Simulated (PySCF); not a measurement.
A structure optimised at PBE-D3(BJ)/def2-SVP, used in a PySCF frequency run:

```
Si
H 1 1.5083
H 1 1.5083 2 108.15
Si 1 2.3548 2 108.33 3 -117.21
H 4 1.5063 1 112.35 2 58.55
H 4 1.5067 5 108.46 1 121.47
H 4 1.5067 5 108.46 6 117.06
Al 1 2.4236 2 111.46 3 122.87
O 8 1.7185 1 117.52 2 -151.63
H 9 0.9693 8 126.76 1 -177.47
O 8 1.7185 9 124.92 10 0.04
H 11 0.9693 8 126.76 9 -0.04
```
Charge 0, spin multiplicity 1.

**Question.** Write its SMILES, formula and point group.

**Answer.** [OH][Al]([OH])[SiH2][SiH3], AlH₇O₂Si₂, Cs

**Question.** What are its rotational constants (standard atomic weights)?

**Answer.** 3.4750, 1.0478, 0.99314 GHz
